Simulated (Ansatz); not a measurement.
Ansatz (a first-principles code) input (CCSD(T)/def2-SVP):

Ansatz 0.2 input:
```yaml
crystal:
  periodic: [false, false, false]
  atoms:
    - {symbol: Si, position_ang: [-0.16513467, 0.01419028, -0.12126737]}
    - {symbol: Br, position_ang: [-0.63329336, -1.59610348, 1.24387790]}
    - {symbol: Br, position_ang: [-0.15542450, 1.99028727, 0.75169394]}
    - {symbol: Br, position_ang: [1.35534980, -0.43346442, -1.58920719]}
    - {symbol: O, position_ang: [-1.65264368, 0.14227750, -1.21389874]}
    - {symbol: H, position_ang: [-2.47928909, 0.54798651, -0.89598058]}
    - {symbol: H, position_ang: [-1.81979412, -0.51004847, -1.91784899]}
basis:
  gaussian:
    orbitals: def2-SVP
total_charge: 1
magnetization: {spin_polarized: false}
correlation: {method: ccsd_t, electrons: outside_noble_gas}
```

End of the output:

```
mean field -219895.43605334 eV, -8081.0082244803 hartree, gradient 7.5e-6 eV, S^2 0.000000; 0 other end points of the search recorded, 0 dependent functions left out
48 core orbitals not correlated
reference -219895.43605334 eV, -8081.0082244803 hartree; 16, 16 occupied and 74, 74 virtual orbitals, 1307 factors
second order -17.33451594 eV of doubles, -0.00000000 eV of singles
coupled cluster: 0.43 GiB planned
cycle   1  -17.96061434 eV  change   -6.3e-1 eV  update   8.8e-2
cycle   2  -18.30848751 eV  change   -3.5e-1 eV  update   2.4e-2
cycle   3  -18.38238631 eV  change   -7.4e-2 eV  update   1.2e-2
cycle   4  -18.37787077 eV  change    4.5e-3 eV  update   2.5e-3
cycle   5  -18.37725878 eV  change    6.1e-4 eV  update   9.0e-4
cycle   6  -18.37706662 eV  change    1.9e-4 eV  update   2.4e-4
cycle   7  -18.37697898 eV  change    8.8e-5 eV  update   7.8e-5
cycle   8  -18.37698400 eV  change   -5.0e-6 eV  update   2.2e-5
perturbative correction -0.48853920 eV, -0.0179534844 hartree
Total energy: -219914.30157654 eV, -8081.7015196704 hartree
```

It need not be the lowest isomer of its formula.
